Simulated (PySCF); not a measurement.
Boron: a sound run and one with changed settings

Sound run: B⁺ [He] 2s2, B²⁺ [He] 2s1. Calculation: PySCF 2.14, in cc-pVDZ; the non-relativistic Hamiltonian (point nucleus). In the sound run the correlated levels freeze 1s2. The sound run starts from symmetry-adapted Hartree-Fock orbitals and uses a fine grid where one is needed.

A second run was set up differently.

```json
{"species": "B⁺", "method": "UHF", "sound run (hartree)": "-24.23456", "changed run (hartree)": "-23.94847", "converged": "yes"}
{"species": "B⁺", "method": "BP86", "sound run (hartree)": "-24.32515", "changed run (hartree)": "-24.03519", "converged": "yes"}
{"species": "B⁺", "method": "TPSS", "sound run (hartree)": "-24.34276", "changed run (hartree)": "-24.05646", "converged": "yes"}
{"species": "B⁺", "method": "MP2", "sound run (hartree)": "-24.26705", "changed run (hartree)": "-23.97788", "converged": "yes"}
{"species": "B⁺", "method": "CCSD(T)", "sound run (hartree)": "-24.29309", "changed run (hartree)": "-24.00944", "converged": "yes"}
{"species": "B²⁺", "method": "UHF", "sound run (hartree)": "-23.37140", "changed run (hartree)": "-23.09922", "converged": "yes"}
{"species": "B²⁺", "method": "BP86", "sound run (hartree)": "-23.41633", "changed run (hartree)": "-23.13766", "converged": "yes"}
{"species": "B²⁺", "method": "TPSS", "sound run (hartree)": "-23.43510", "changed run (hartree)": "-23.16093", "converged": "yes"}
```

Ionisation energy of B⁺:

| method | sound run (eV) | changed run (eV) |
| --- | --- | --- |
| UHF | 23.488 | 23.109 |
| BP86 | 24.730 | 24.423 |
| TPSS | 24.699 | 24.369 |
| MP2 | 24.372 | 23.909 |
| SCS-MP2 | 24.549 | 24.070 |
| CCSD | 25.081 | 24.768 |
| CCSD(T) | 25.081 | 24.768 |
| CCSDT | 25.081 | 24.768 |
| FCI | 25.081 | 24.768 |

(1) What was changed?
A. all electrons correlated in a valence basis
B. basis contracted for another Hamiltonian
C. minimal basis
D. too few SCF iterations

Results:

(1) C. It used basis STO-3G. A minimal basis cannot let orbitals breathe on ionisation and holds almost no correlation.
